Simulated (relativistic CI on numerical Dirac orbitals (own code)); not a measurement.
## Zn⁴⁺: M2,3 absorption edge

Computed with this model: Dirac-Coulomb-Breit CI, orbitals from a KLI potential per configuration, a model potential for QED, multiplet model of core-to-valence dipole absorption, unscaled Slater integrals; configurations [Ar] 3d8 → [Ne] 3s2 3p5 3d9; 300 K; Lorentzian 0.48 eV and Gaussian 0.3 eV FWHM. Energies are those of the free ion, without screening or charge transfer. The branching ratio is the share of the lower-energy edge in the whole absorption, uncertain by about 0.02 where the edges overlap. S is read from ⟨S²⟩ = S(S + 1).

Field parameters in Wybourne normalisation: Oh B⁴₀ = 21Dq, B⁴₄ = √(5/14) B⁴₀. The field is a parameter set, without covalency.

free ion: ground-state S = 1.00, centroid 84.05 eV. Peaks (eV, height): 79.2 (50), 80.6 (12), 86.8 (100).

Oh, 10Dq = 5000 cm⁻¹: ground-state S = 1.00, centroid 84.72 eV. Peaks (eV, height): 79.8 (52), 81.1 (29), 83.2 (8), 87.4 (100), 88.9 (18).

Oh, 10Dq = 11300 cm⁻¹: ground-state S = 1.00, centroid 85.36 eV. Peaks (eV, height): 80.7 (52), 82.0 (42), 84.0 (16), 88.2 (100), 89.7 (24).

Oh, 10Dq = 17550 cm⁻¹: ground-state S = 1.00, centroid 85.89 eV. Peaks (eV, height): 81.6 (55), 82.8 (51), 84.9 (24), 89.1 (100), 90.6 (23).

Oh, 10Dq = 23850 cm⁻¹: ground-state S = 1.00, centroid 86.40 eV. Peaks (eV, height): 82.4 (62), 83.8 (65), 85.8 (32), 90.0 (100), 91.6 (21).

Oh, 10Dq = 30150 cm⁻¹: ground-state S = 1.00, centroid 86.89 eV. Peaks (eV, height): 83.1 (70), 83.6 (83), 84.1 (77), 84.7 (87), 86.7 (38), 90.9 (100), 92.6 (20).

Strongest unbroadened transitions for Oh, 10Dq = 11300 cm⁻¹:

```csv
Energy (eV),Relative strength
80.48,30.9
80.59,42.7
80.84,77.4
81.52,11.8
81.92,50.3
82.10,42.8
82.19,5.6
82.28,6.4
84.04,33.6
87.17,9.0
87.58,36.6
87.69,21.6
88.19,49.0
88.24,96.6
88.30,100.0
89.63,10.8
89.72,38.6
90.26,9.9
```
